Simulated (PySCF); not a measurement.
F4Te, charge -1, doublet, geometry from GFN2-xTB (a state made from the parent by changing its charge; the spin is typed, not shown lowest) (core potentials on Te). Base run: PySCF with SCAN/def2-SVP.

Input for PySCF:
```python
from pyscf import gto, scf, dft

mol = gto.Mole()
mol.atom = '''
    Te    0.07557501    0.01248993    0.10337542
    F     0.96051296    1.97270793   -0.10944578
    F     1.54213324   -1.56088486   -0.10772023
    F    -1.25744532   -1.53123361   -0.18942752
    F    -1.68185650    1.04724648   -0.19068666
'''
mol.basis = 'def2-svp'
mol.ecp = {'Te': 'def2-svp'}
mol.charge = -1
mol.spin = 1
mol.verbose = 4
mol.build()

mf = dft.UKS(mol)
mf.xc = 'scan'
mf.kernel()
```

Variants of this job, named by their change:

| change | ΔE vs base (mEh) | grid points | electrons on the grid | outcome |
|---|---|---|---|---|
| base | 0.000 | 79008 | 61.00000 | converged |
| grids.prune = off | -0.003 | 131832 | 61.00000 | converged |
| grids.becke_scheme = stratmann | 0.007 | 79008 | 60.99998 | converged |
| grids.radi_method = delley | -0.789 | 82264 | 61.00000 | converged |
| grids.level = 7 | -0.564 | 445920 | 61.00000 | converged |
| grids.atom_grid = (30, 110) | 47.981 | 12264 | 61.00130 | converged |
| grids.prune = dft.gen_grid.sg1_prune | - | - | - | input refused |
| grids.radi_method = mura_knowles | 0.622 | 74656 | 61.00000 | converged |
| grids.atom_grid = (50, 194) | -16.771 | 32616 | 60.99997 | converged |
| grids.atom_grid = (99, 590) | -0.601 | 156488 | 61.00000 | converged |
| grids.atom_grid = (75, 302) | 0.503 | 70160 | 60.99984 | converged |

Open shells are given as the SCF converged; they aren't shown to be the lowest states, and a large step between rows can be another state.

- grids.prune = dft.gen_grid.sg1_prune: ended with `IndexError: index 52 is out of bounds for axis 0 with size 19`
